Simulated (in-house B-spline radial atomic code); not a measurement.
Configurations of Gd²⁺, with energies counted from [Xe] 4f7 5d1. Method: scalar-relativistic (X2C) r2SCAN0, spin-polarised, spherical fractional occupations, exact exchange averaged over the configuration, Fermi nucleus of rms radius 5.1569 fm. Calculated with a B-spline radial code for spherical atoms. Shells without spins written out take the highest spin.

Occupations are held fixed; configurations that lie above the ionisation limit could autoionise.

| configuration | E - E(ref) (eV) | highest orbital | its <r> (bohr) |
| --- | --- | --- | --- |
| [Xe] 4f7 5f1 | 12.286 | 5f up | 5.799 |
| [Kr] 4d10 4f8 5s2 5p5 5d1 | 23.569 | 5d up | 2.324 |
| [Kr] 4d9 4f7 5s2 5p6 5d2 | 145.33 | 5d up | 2.165 |
| [Kr] 4d9 4f7 5s2 5p6 5d1 6p1 | 152.15 | 6p up | 3.874 |
| [Kr] 4d9 4f7 5s2 5p6 5d1 5f1 | 159.55 | 5f up | 5.525 |

(1) Order these further configurations by energy, lowest first.
A. [Xe] 4f7 6p1
B. [Kr] 4d9 4f7 5s2 5p6 5d1 6f1
C. [Xe] 4f7 6s1
D. [Kr] 4d10 4f7 5s2 5p5 5d1 6f1
E. [Kr] 4d10 4f7 5s2 5p5 5d2

Answers

(1) C (0.78542 eV), A (5.3184 eV), E (23.433 eV), D (40.169 eV), B (162.32 eV).
